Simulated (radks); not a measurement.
Results of a calculation; reference values are marked as such.
Numerical settings for neutral holmium, [Xe] 4f11 6s2. Code: a radial shooting solver on a logarithmic mesh with Libxc functionals. Model: scalar-relativistic Kohn-Sham, PBEsol, spin-unpolarised, spherical densities, point nucleus. The defaults (mesh step 0.008 in ln r, mesh end at 40 bohr or more with all orbitals vanishing there, Anderson mixing 0.5 over 9 steps, residual threshold near 1e-9 with the energy settled to 1e-9 hartree or 1e-11 of itself, here a cap of 88 iterations) give E = -12612.2475 hartree and 4f at -3.190 eV in 16 iterations. Run on one thread of a shared host, so times are rough (Arm Neoverse N1): 0.22 s of CPU time, 0.22 s wall, 16 iterations on 2728 mesh points. Changes against that run (0 stands for a change within the tolerance of the run):

| setting | iterations | converged | E (mhartree) | e(4f) (meV) | CPU (s) |
|---|---|---|---|---|---|
| mesh step in ln r 0.08 | 4 | no | diverged | - | 0.02 |
| mesh step in ln r 0.05 | 16 | yes | -0.0127 | -0.0465 | 0.05 |
| mesh step in ln r 0.005 | 16 | yes | 0 | 0 | 0.34 |
| mesh end (bohr) 5 | 17 | level above zero | +273 | +3.96e+03 | 0.19 |
| mesh end (bohr) 1 | 14 | level above zero | +3.29e+05 | +3.94e+05 | 0.15 |
| residual threshold 1e-13 | 26 | yes | 0 | 0 | 0.28 |
| residual threshold 0.1 | 10 | yes | 0 | -4.69 | 0.16 |
| mixing 1.5 | 24 | yes | 0 | 0 | 0.36 |
| linear mixing, mixing 0.5 | 88 | no | +6.89e+04 | +3.19e+03 | 1.4 |
| linear mixing, mixing 0.05 | 88 | no | +0.035 | -14.6 | 1 |
| mixing history 2 | 31 | yes | 0 | 0 | 0.36 |
| iteration cap 2 | 2 | no | +384 | -1.31e+04 | 0.04 |

Settled on a wrong energy, with an occupied level pushed above zero by the early mesh end: mesh end (bohr) 5 (+0.273 hartree); mesh end (bohr) 1 (+329 hartree). Apart from these: no run marked as converged misses the energy by more than 1 mhartree. A mesh that ends early acts as a hard wall.
